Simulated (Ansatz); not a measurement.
Isolated molecules relaxed with PBE0-D4/def2-TZVP in Ansatz; ΔE leaves out vibrations. CCSD(T)/CBS adds triple-zeta CCSD(T) − MP2 to the extrapolated MP2 energy (def2 sets, frozen cores). DFT in def2-TZVPP. B3LYP here is the variant with VWN-RPA as its local correlation; programs differ in this. Each species was taken in one conformer, which may not be the lowest.

`CCCCCCCCCCC` + `OCF` → `CCCOCF` + `CCCCCCCC`  (substitution at a C–C bond)

| level | ΔE (kcal/mol) | difference from CCSD(T)/CBS |
| --- | --- | --- |
| PBE-D4 | 6.2 | -1.5 |
| PBE0-D4 | 7.1 | -0.6 |
| B3LYP-D4 | 5.6 | -2.1 |
| ωB97X-V | 6.1 | -1.6 |
| ωB97M-V | 6.8 | -0.9 |
| B2PLYP | 5.3 | -2.4 |
| PBE | 4.9 | -2.8 |
| r2SCAN | 5.3 | -2.4 |
| PBE0 | 5.8 | -1.9 |
| B3LYP | 3.6 | -4.1 |
| HF/def2-TZVPP | 3.5 | -4.2 |
| SCS-MP2/def2-TZVPP | 7.4 | -0.3 |
| CCSD/def2-TZVPP | 7.1 | -0.6 |
| CCSD(T)/def2-TZVPP | 7.3 | -0.4 |
| MP2/CBS(def2) | 9.1 | 1.4 |
| CCSD/CBS(def2) | 7.5 | -0.2 |
| CCSD(T)/CBS | 7.7 | 0 |

Largest T1 diagnostic among the species: 0.011.

From PBE to PBE0 (25 % exact exchange), in def2-TZVPP and without D4, ΔE moves by +0.9 kcal/mol. The D4 term adds +1.9 kcal/mol with B3LYP and +1.2 kcal/mol with PBE0; it sums over pairs of atoms, weighted by their polarisabilities, and B3LYP, whose exchange is more repulsive, gets the larger term. In def2-TZVPP, CCSD(T) changes the Hartree–Fock value by +3.9 kcal/mol (the triples alone add +0.2 kcal/mol) and MP2 by +5.3 kcal/mol.
